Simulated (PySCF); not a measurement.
# Electron correlation in Ca (calcium, neutral)

[Ar] 4s2, closed-shell 1S. Calculation: PySCF 2.14, in 6-31G* (5s4p3d, 32 functions); the non-relativistic Hamiltonian (point nucleus). Frozen: [Ar]; 2 electrons correlated.

Total MP2 correlation energy: -17.34 mhartree.

Same-spin part 0.00 and opposite-spin part -17.34 mhartree; SCS-MP2 scales them by 1/3 and 6/5 to -20.80 mhartree.

With two correlated electrons CCSD is exact within the correlated space (frozen core and kept virtual orbitals).

```csv
level,correlation energy (mhartree)
CCSD,-26.49
```

Diagnostics: T1 = 0.011, D1 = 0.0160, largest double amplitude 0.119.

Problem. Is a single reference adequate?

Solution. Mostly. T1 lies below 0.03, but a double amplitude of this size points to a near-degeneracy that CCSD handles and MP2 describes poorly.
